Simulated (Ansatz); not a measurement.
Be₄Te₄. The state is a singlet with charge 0. Geometry B3LYP-D4/def2-SVP, basis def2-TZVP, Ansatz.

```xyz
8

Be   -1.866    0.198   -0.702
Be   -0.272    1.619    1.162
Be    0.274   -1.616   -1.164
Be    1.867   -0.198    0.702
Te    1.165    0.715    2.626
Te    2.454   -1.103   -1.263
Te   -1.699    2.410   -0.376
Te   -1.923   -2.025   -0.985
```

```csv
run,HOMO (eV),LUMO (eV)
A,-6.93,-2.64
B,-6.23,-3.09
C,-6.16,-3.45
D,-5.98,-3.24
```

In the def2 sets Te takes a core potential; there is no spin–orbit coupling. Another isomer (singlet) lies 1.17 eV lower at PBE0-D4/def2-TZVP; other spin states weren't run for this one.

**Question.** The runs used LDA (SPW92), PBE, PBE0, r2SCAN. Estimate which is which.

**Answer.** A PBE0 (25 % exact exchange); B r2SCAN (0 % exact exchange); C LDA (SPW92) (0 % exact exchange); D PBE (0 % exact exchange). Exact exchange lowers occupied and raises empty levels; among semilocal functionals meta-GGAs tend to open the gap a little, and such runs are hard to tell apart. The gap grows from 2.72 eV (LDA (SPW92)) to 4.28 eV (PBE0).
